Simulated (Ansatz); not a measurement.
`CO[SiH]([SiH3])Cl` + H₂O → `O[SiH]([SiH3])Cl` + CH₃OH at 600 K and 1 bar (formal hydrolysis of the Si–O bond).

Program: Ansatz. Geometries: PBE0-D4/def2-TZVP. ΔE: electronic, gas phase. CCSD(T)/CBS adds triple-zeta CCSD(T) − MP2 to the extrapolated MP2 energy (def2 sets, frozen cores). This one scheme is used for every species. Each species was taken in one conformer, which may not be the lowest.

| species | CCSD(T)/CBS energy (Eh) | H − E (kJ/mol) | S (J/(mol·K)) |
| --- | --- | --- | --- |
| `CO[SiH]([SiH3])Cl` | -1155.45034 | 278.7 | 500.9 |
| H₂O | -76.37941 | 76.8 | 212.8 |
| `O[SiH]([SiH3])Cl` | -1116.20942 | 191.6 | 443.1 |
| CH₃OH | -115.61712 | 163.6 | 277.3 |

H − E and S are ideal-gas, rigid-rotor, harmonic terms from PBE0-D4/def2-TZVP, for one conformer and one mirror image of each species. 1 Eh = 2625.50 kJ/mol, R = 8.31446 J/(mol·K).

By hand: ΔE, ΔH, ΔS and ΔG.

ΔE = (-1116.20942) + (-115.61712) − (-1155.45034) − (-76.37941) = 0.00321 Eh = 8.4 kJ/mol. Δ(H − E) = 191.6 + 163.6 − 278.7 − 76.8 = -0.3, so ΔH = 8.1 kJ/mol. ΔS = 443.1 + 277.3 − 500.9 − 212.8 = 6.7 J/(mol·K). ΔG = 8.1 − 600 × (6.7)/1000 = 4.1 kJ/mol.

By hand: the equilibrium constant, and the temperature at which ΔG would vanish if ΔH and ΔS stayed fixed.

log₁₀ K = −ΔG/(RT ln 10) = -0.4. ΔG = 0 at ΔH/ΔS = 1209 K, though so small a ΔH makes that figure unsure.

TΔS isn't small against ΔH here. The sign of ΔG lies within the doubt. A doubt of 5 kJ/mol in ΔE shifts log₁₀ K by 0.4 here. Other conformers and mirror images would add mixing entropy, several J/(mol·K) or more a flexible species. These are equilibria of isolated gas molecules and say nothing of rates. Largest T1 diagnostic: 0.012 (customary marks: 0.02 for closed shells, 0.045 for open ones).
